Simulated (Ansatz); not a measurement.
Ansatz (an electronic-structure program) input (HF/6-31G*):

Ansatz 0.2 input:
```yaml
crystal:
  periodic: [false, false, false]
  atoms:
    - {symbol: B, position_ang: [0.15185521, -0.00649700, -0.00809812]}
    - {symbol: H, position_ang: [-0.42592911, -1.04155587, 0.00085537]}
    - {symbol: H, position_ang: [-0.33334695, 1.07404088, 0.03963522]}
basis:
  gaussian:
    orbitals: 6-31G*
hamiltonian:
  xc: {name: HF}
magnetization: {spin_polarized: true, initial_magnetization: 1}
phonons: {temperatures: {t_min: 298.15, t_max: 298.15, t_step: 100}}
```

Q: Which harmonic wavenumbers does it give?

A: 1128, 2729, 2870 cm⁻¹ (unscaled; negative means imaginary).
